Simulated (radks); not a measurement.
Problem. Isoelectronic series with 10 electrons, all held in the configuration [Ne], which need not be the ground one along the series. Method: scalar-relativistic Kohn-Sham, PBE, spin-polarised, spherical densities, point nucleus; computed with a radial shooting solver on a logarithmic mesh with Libxc functionals. Total energies (hartree) and mean radii <r> (bohr):

| ion | E (hartree) | 2p | 2s | 1s |
|---|---|---|---|---|
| S6+ | -388.89390 | 0.4356 | 0.4743 | 0.09684 |
| K9+ | -573.66226 | 0.3437 | 0.3824 | 0.08100 |
| Ti12+ | -795.25498 | 0.2839 | 0.3200 | 0.06954 |
| Mn15+ | -1053.96358 | 0.2419 | 0.2748 | 0.06086 |
| Ni18+ | -1350.13647 | 0.2106 | 0.2406 | 0.05405 |
| Ga21+ | -1684.17881 | 0.1865 | 0.2138 | 0.04857 |
| Rb27+ | -2467.78727 | 0.1515 | 0.1743 | 0.04026 |
| Zr30+ | -2918.46776 | 0.1384 | 0.1594 | 0.03704 |
| Tc33+ | -3409.25432 | 0.1273 | 0.1466 | 0.03425 |
| Pd36+ | -3940.87988 | 0.1178 | 0.1356 | 0.03183 |
| In39+ | -4514.15769 | 0.1096 | 0.1260 | 0.02969 |
| Te42+ | -5129.98833 | 0.1024 | 0.1175 | 0.02779 |
| Cs45+ | -5789.3680 | 0.09598 | 0.1100 | 0.02608 |
| Ce48+ | -6493.3981 | 0.09030 | 0.1032 | 0.02455 |
| Pm51+ | -7243.2971 | 0.08521 | 0.09716 | 0.02316 |
| Gd54+ | -8040.4135 | 0.08062 | 0.09164 | 0.02188 |
| Ho57+ | -8886.2420 | 0.07645 | 0.08659 | 0.02072 |

Estimate the row of Se24+.

Solution. E (hartree) -2056.55415; 2p 0.1672; 2s 0.1922; 1s 0.04405.
